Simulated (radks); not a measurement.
Question: Neutral vanadium is in [Ar] 3d4 4s1. All-electron calculation, scalar-relativistic Kohn-Sham, LDA (Slater exchange, Perdew-Wang correlation), spin-polarised, spherical densities, finite nucleus; Fermi nuclear charge, rms radius of each element as measured or else 0.836 A^(1/3) + 0.57 fm. Program: a radial shooting solver on a logarithmic mesh with Libxc functionals. Open shells are filled with parallel spins first. One electron is removed from 3p, 4s, 3s, 3d in turn, with full relaxation. Which removal costs least, and what does each cost?

Answer: 4s 7.267 eV; 3d 8.190 eV; 3p 43.195 eV; 3s 69.015 eV. The 4s electron leaves first.
